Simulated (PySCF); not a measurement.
C6H11OSi (doublet state).
Cartesian coordinates in Å at the GFN2-xTB level; atoms count from 1:
```
atom  x, y, z in Å
C1     0.778   -1.561   -1.548
C2     0.907   -0.744   -0.506
O3     2.133   -0.282   -0.186
Si4    2.833    0.469    1.075
C5    -0.200   -0.244    0.369
C6    -1.650   -0.713    0.160
C7    -2.121    0.745    0.269
C8    -0.666    1.210    0.120
H9     1.640   -1.857   -2.118
H10   -0.170   -1.956   -1.852
H11    2.158    1.699    1.472
H12    4.189    0.587    0.581
H13    0.119   -0.376    1.409
H14   -1.824   -1.127   -0.829
H15   -2.034   -1.404    0.907
H16   -2.536    0.980    1.247
H17   -2.813    1.083   -0.499
H18   -0.322    1.958    0.831
H19   -0.432    1.543   -0.890
```

The hyperfine couplings belong to this conformer and change with its torsions.

The species is `C=C(O[SiH2])C1CCC1` [radical].

Theory: UKS B3LYP, pcH-1 on C H O Si, non-relativistic, mean-field spin-orbit, GIAO (PySCF 2.14.0). Geometry: GFN2-xTB, one conformer, isolated molecule. The geometry wasn't refined by DFT: couplings that depend on bond lengths, twists or pyramidal angles can differ widely from those at the functional's own minimum, by a factor of two or more for some ions and for spin on atoms past the first row. The SCF solution wasn't tested for stability.

What is the g tensor, term by term?

```tsv
Δg (ppm)	1	2	3
relativistic mass correction	-150	-150	-150
gauge correction	64	6	54
orbital Zeeman/spin–orbit	-761	15	2066
total	-848	-130	1970
```

So g = 2.00147, 2.00219, 2.00429 and g_iso = 2.00265; the tensor is rhombic: the two nearest values differ by 25 % of g3 − g1. 

What are the electron Larmor frequencies g μB B/h along the three axes at 350 mT?

9.8046, 9.8081, 9.8184 GHz for g1, g2 and g3, a range of 13.8 MHz.

At 9.4 GHz, how far is the centre of the isotropic spectrum from where a free electron (g = 2.002319) resonates?

B = hν/(g μB) with μB/h = 13.99624 MHz/mT gives 335.42 mT for the free electron and 335.36 mT at g_iso, 0.06 mT lower.

What effective moment and Curie constant follow for a powder?

With the mean of g² = 4.0106 and S(S+1) = 0.75: μ_eff = √(⟨g²⟩S(S+1)) = 1.734 μB and χT = 0.12505·⟨g²⟩·S(S+1) = 0.376 cm³ K/mol (cgs; spin-Hamiltonian part alone).

In a frozen sample, at which fields do the three g values resonate at 9.5, 34, 94 and 263 GHz (hyperfine left aside), and which band first spreads them over more than twice a line width of 0.5 mT?

```json
{"band": "X", "GHz": "9.5", "B(g3) mT": "338.65", "B(g2) mT": "339.01", "B(g1) mT": "339.13", "spread mT": "0.48"}
{"band": "Q", "GHz": "34.0", "B(g3) mT": "1212.01", "B(g2) mT": "1213.28", "B(g1) mT": "1213.72", "spread mT": "1.71"}
{"band": "W", "GHz": "94.0", "B(g3) mT": "3350.86", "B(g2) mT": "3354.37", "B(g1) mT": "3355.57", "spread mT": "4.72"}
{"band": "J", "GHz": "263.0", "B(g3) mT": "9375.27", "B(g2) mT": "9385.10", "B(g1) mT": "9388.47", "spread mT": "13.20"}
```

The spread grows in proportion to the frequency. Q band is the first where it exceeds 1.0 mT.

Largest spin populations (Mulliken): Si4 (+0.84), C1 (+0.08) and O3 (+0.07). No atom but Si4 exceeds +0.15. The angles at Si4 add up to 331.0°, so it is pyramidal.

The HOMO–LUMO gaps are 5.44 eV among the α and 4.08 eV among the β orbitals.
